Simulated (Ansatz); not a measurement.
Cost and result for the atomization energy of `OB([SiH3])N[SiH3]` (13 atoms, 12 bonds).

```xyz
13

O     0.518    1.350    0.791
B     0.473    0.166    0.096
Si    2.139   -0.841   -0.495
N    -0.821   -0.321   -0.188
Si   -2.312    0.464    0.274
H     1.397    1.675    0.981
H     1.790   -2.090   -1.229
H     2.989   -1.217    0.672
H     2.989   -0.004   -1.392
H    -0.896   -1.187   -0.696
H    -2.425    0.592    1.748
H    -3.413   -0.398   -0.230
H    -2.428    1.812   -0.335
```

The species carries charge 0 and has multiplicity 1. The geometry is a stationary point of PBE0-D4/def2-TZVP. It is one conformer, not always the lowest. Program: Ansatz. All runs use 4 threads of an Arm Neoverse V1 on a shared host. Times are those of one run each, without the atoms' runs, and a repeat can differ threefold. Electronic energies, without spin–orbit coupling; frozen cores. CCSD(T)/CBS adds CCSD(T) − MP2 in def2-TZVPP to the MP2 limit, and its time is that of the two runs behind it. T1 = 0.013. B3LYP takes the VWN-RPA correlation (the form of Gaussian; ORCA's B3LYP/G).

CCSD(T)/CBS is a level of theory with its own doubt, some kJ/mol a heavy atom from the limit and from the frozen cores, so smaller differences don't rank the functionals.

| level | functions | atomization (kcal/mol) | difference from CCSD(T)/CBS | per bond |
| --- | --- | --- | --- | --- |
| PBE0-D4/def2-TZVPP | 289 | 1065.7 | -8.4 | -0.7 |
| CCSD(T)/def2-TZVPP | 289 | 1045.2 | -28.9 | -2.4 |
| r2SCAN-D4/def2-TZVPP (with forces) | 289 | 1074.1 | 0.0 | 0.0 |
| CCSD(T)/CBS(def2) | – | 1074.1 | 0.0 | 0.0 |
| PBE-D4/def2-TZVPP (with forces) | 289 | 1078.8 | 4.7 | 0.4 |
| ωB97M-V/def2-TZVPP (with forces) | 289 | 1078.3 | 4.2 | 0.3 |
| MP2/def2-QZVPP | 551 | 1070.6 | -3.5 | -0.3 |
| B2PLYP/def2-TZVPP | 289 | 1062.7 | -11.4 | -0.9 |
| B3LYP-D4/def2-TZVPP (with forces) | 289 | 1076.8 | 2.7 | 0.2 |
| ωB97X-V/def2-TZVPP | 289 | 1081.1 | 7.0 | 0.6 |

(1) Order the runs by time, with rough figures. (Estimate.)

## Answers

(1) Ansatz gave: PBE-D4/def2-TZVPP (with forces) 3.2 s; PBE0-D4/def2-TZVPP 3.8 s; r2SCAN-D4/def2-TZVPP (with forces) 6.5 s; B3LYP-D4/def2-TZVPP (with forces) 6.5 s; B2PLYP/def2-TZVPP 7 s; ωB97X-V/def2-TZVPP 10 s; ωB97M-V/def2-TZVPP (with forces) 15 s; MP2/def2-QZVPP 35 s; CCSD(T)/def2-TZVPP 4.3 min; CCSD(T)/CBS(def2) 4.9 min.

From PBE to PBE0 (25 % exact exchange), in def2-TZVPP and without D4, the atomization energy moves by −12.1 kcal/mol: exact exchange takes away binding that semilocal exchange gives to molecules. In def2-TZVPP, CCSD(T) changes the Hartree–Fock value by +249.5 kcal/mol (the triples alone add +12.7 kcal/mol) and MP2 by +257.6 kcal/mol; breaking electron pairs costs correlation energy, which Hartree–Fock lacks. The D4 term adds +10.6 kcal/mol with B3LYP and +5.6 kcal/mol with PBE0; it sums over pairs of atoms, weighted by their polarisabilities, and B3LYP, whose exchange is more repulsive, gets the larger term.
